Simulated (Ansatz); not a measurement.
```xyz
12

Si   -1.548   -1.095    0.841
C    -0.136   -0.171    0.026
C     1.128   -0.613   -0.182
Ge    1.579    1.119   -0.908
N    -0.286    1.112   -0.549
H    -2.101   -0.270    1.950
H    -2.640   -1.351   -0.134
H    -1.036   -2.378    1.382
H     1.542   -1.591    0.006
H     1.938    1.337   -2.388
H     2.368    2.100   -0.023
H    -0.806    1.800   -0.022
```

Charge 0, multiplicity 1.

Problem. List the PBE0/def2-TZVPP orbital energies in eV (Ansatz 0.2.0). (Estimate.)

Solution. Computed: Occupied: -10860.21, -1802.46, -1358.43, -1208.27, -1208.24, -1208.23, -391.19, -279.22, -277.95, -171.19, -144.83, -121.03, -120.95, -120.94, -99.48, -99.48, -99.47, -33.89, -33.81, -33.80, -33.76, -33.75, -25.26, -20.11, -16.61, -14.99, -14.66, -12.08, -11.91, -10.95, -9.96, -9.83, -9.44, -8.70, -8.01, -6.23. Lowest empty: -0.40, -0.21, 0.77, 1.09, 1.61, 1.69, 1.89, 2.14.
